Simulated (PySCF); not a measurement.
## Cd³³⁺: ionisation energy

Cd³³⁺ [Ne] 3s2 3p3 (4S) → Cd³⁴⁺ [Ne] 3s2 3p2 (3P), as a difference of total energies. Calculation: PySCF 2.14, in an even-tempered Gaussian basis (16 s from 5.3 bohr⁻², ratio 2.5; 10 p from 6.9 bohr⁻², ratio 2.5; 4 d from 29 bohr⁻², ratio 2.7; 4 f from 43 bohr⁻², ratio 2.7); no relativity, point nucleus. Correlated levels: outer shells: 1s2 frozen; virtual orbitals above 40 to 60 times the deepest correlated orbital energy dropped. The calculations carry no spin-orbit coupling.

| method | ionisation energy (eV) |
| --- | --- |
| UHF | 2071.4 |
| MP2 (outer shells) | 2071.7 |
| SCS-MP2 (outer shells) | 2071.4 |
| CCSD (outer shells) | 2071.3 |
| CCSD(T) (outer shells) | 2071.3 |

Spin-orbit coupling is strong in these open shells (close to jj coupling). The scalar numbers leave it out and a first-order estimate fails, so it can dominate the gap to the real levels.

All relativistic terms are absent from these numbers, so their closeness to the reference says little about the methods.

For comparison: 2091 ± 8 eV (semi-empirical (NIST evaluation); NIST Atomic Spectra Database, ionization energies).
